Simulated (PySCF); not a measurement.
Compound: C8H8F (charge +1).
Numbering: `[F:1][CH2:2][c:3]1[cH:4][cH:5][cH:6][cH:7][cH+:8][cH:9]1`

Geometry (GFN2-xTB, Å), atoms numbered from 1 in this order:
```xyz
17
C8H8F angstrom
F      3.027   -1.067   -0.479
C      2.470    0.055    0.040
C      0.969    0.014    0.010
C      0.326    1.144    0.532
C     -1.028    1.407    0.648
C     -2.112    0.615    0.268
C     -2.094   -0.641   -0.316
C     -0.988   -1.417   -0.664
C      0.359   -1.127   -0.521
H      2.845    0.907   -0.545
H      2.832    0.152    1.073
H      0.987    1.922    0.899
H     -1.280    2.362    1.095
H     -3.091    1.040    0.457
H     -3.062   -1.081   -0.530
H     -1.212   -2.380   -1.108
H      1.044   -1.893   -0.870
```

NICS = −σ at a ghost point: NICS(0) at the centroid of the ring atoms, NICS(1) 1 Å to either side along the normal of their mean plane, zz for the tensor component along that normal. Level: GIAO PBE0/pcSseg-1 (PySCF, non-relativistic, gas phase) on the GFN2-xTB geometry, one conformer.

Ring bond lengths (Å), with Mayer bond orders in brackets: C3–C4 1.400 (1.33), C4–C5 1.384 (1.48), C5–C6 1.395 (1.40), C6–C7 1.386 (1.45), C7–C8 1.395 (1.40), C8–C9 1.385 (1.46), C9–C3 1.399 (1.35).

Task: What do the NICS probes read (ppm)?

Result: 
```tsv
ring	type	NICS(0)	NICS(1), two faces	NICS(1)zz, two faces	rms pucker (Å)	centre to ring atoms, mean (Å)
C3–C4–C5–C6–C7–C8–C9	7-membered carbocycle; formal bonds all aromatic	-5.7	-9.7 / -9.8	-25.1 / -25.2	0.00	1.60
```

Task: What can be read from them?

Result: 
- C3–C4–C5–C6–C7–C8–C9: mean NICS(1)zz -25.2 ppm, shielded. For a flat ring without four-coordinate atoms the NICS criterion counts such a value as aromatic.

Task: What does the geometric index give? HOMA = 1 − mean of α(R − Ropt)² over the ring bonds, with Krygowski's 1993 parameters (CC: Ropt 1.388 Å, α 257.7 Å⁻²).

Result: 
- C3–C4–C5–C6–C7–C8–C9: HOMA 0.99 = 1 − EN − GEO, with mean bond length 1.392 Å, EN = α(Ropt − mean)² = 0.004 and GEO = α × variance = 0.010. The geometric and the magnetic index point the same way.

Task: At the second NICS(1) probe listed for ring C3–C4–C5–C6–C7–C8–C9, 1 Å off the ring, how large is the induced field along the normal in 14.1 T applied along it?

Result: NICSzz × B0 = -25.2 ppm × 14.1 T = -355 μT, against the applied field.

Task: How shielded are the nuclei of the rings and their hydrogens (means over atoms taken as equivalent)?

Result: 
| atoms | environment | σ isotropic (ppm) |
| --- | --- | --- |
| C3 | substituted aromatic carbon | 5.7 |
| C4 (×2) | aromatic CH carbon | 30.2 |
| C5 (×2) | aromatic CH carbon | 26.0 |
| C6 (×2) | aromatic CH carbon | 25.7 |
| H12 (×2) | aromatic hydrogen | 22.25 |
| H13 (×2) | aromatic hydrogen | 22.17 |
| H14 (×2) | aromatic hydrogen | 22.21 |
